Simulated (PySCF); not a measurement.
Computed IR spectrum (relative IR intensity) of a molecule C4H10Si2. Coordinates come from a B3LYP-D3(BJ)/def2-SVP optimisation. Other conformers were not sampled. These are B3LYP-D3(BJ)/def2-SVP (PySCF) values and carry that method's errors. Frequencies are harmonic and unscaled.

Lines under 2 % of the strongest are left out, and lines within 2 cm⁻¹ are merged.

ν (cm⁻¹): 596 (w), 631 (m), 679 (w), 740 (w), 797 (m), 865 (vs), 934 (s), 943 (m), 960 (w), 989 (w), 1017 (vw), 1041 (vw), 1046 (vw), 1189 (w), 1421 (vw), 1667 (vw), 2203 (m), 2207 (s), 2212 (m), 2225 (m), 3101 (vw), 3110 (vw), 3201 (vw) (against the strongest line: vs over 80 %, s over 45 %, m over 15 %, w over 4 %, vw less)

### Question
Which molecule gave these data?
A) C#CC[SiH2]C[SiH3]
B) C=C[SiH2]/C=C/[SiH3]
C) C=C1C[Si@H](C)[SiH2]1
D) [SiH3]CC#CC[SiH3]

### Answer
B, C=C[SiH2]/C=C/[SiH3]
